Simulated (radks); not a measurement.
The numbers below are computed, except where a source is named.
Spherical quantum dot in the effective-mass picture: electrons in a parabolic well V = omega^2 r^2 / 2 with omega = 2.63, all in effective atomic units (hartree* = m*/eps^2 hartree, bohr* = eps/m* bohr), one dielectric constant everywhere. Level of theory: non-relativistic Kohn-Sham, LDA (Slater exchange, Perdew-Wang correlation), spin-polarised, spherical densities (a radial shooting solver with Libxc functionals). Levels are named by radial order and angular momentum (1s, 1p, 1d, 2s, ...), and open shells are averaged over m. Results are scaled to m* = 0.072 and eps = 16, for which hartree* = 7.653 meV and bohr* = 11.76 nm.

N = 20, configuration 1s2 1p6 1d10 2s2. This is the lowest configuration that the search found. Occupied and some empty levels:

level  occupation  eigenvalue (meV)  <r> (nm)
1s              2            150.05     10.89
1p              6            161.54     13.80
1d             10            174.23     15.92
2s              2            176.38     14.15
1f              0            187.91     17.65
2p              0            191.00     16.04
1g              0            202.45     19.13

Energy (meV): total 2298.01, kinetic 406.57, external 903.78, Hartree 1102.3, exchange-correlation -114.65.
